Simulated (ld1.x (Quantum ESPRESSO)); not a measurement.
hydrogen (H): TM pseudisation with PBE, scalar-relativistic reference atom.

- Element: hydrogen
- Generator: ld1.x (Quantum ESPRESSO) 7.5
- Type: norm-conserving Troullier–Martins (Kleinman–Bylander form)
- Functional: PBE
- Relativity: scalar-relativistic
- Frozen core: none
- Valence charge: 1
- Reference configuration: 1s1
- Partial waves: 2p channel at 0.5 Ry: rc 1.20 bohr; 1s (bound): rc 1.40 bohr
- Local potential: the s channel
- Core correction: none

* Cutoffs needed: 18 Ry and 30 Ry (the cutoffs (Ry, on a coarse ladder) from which the occupation-weighted sum of valence levels, in a spherical-Bessel basis at the reference potential, stays within 10 and 1 mRy of its value at 400 Ry)
* Ghost test: no extra level below or beside the all-electron valence levels (p, s, d, f tested) (spherical-Bessel basis up to 400 Ry, 20 bohr box)
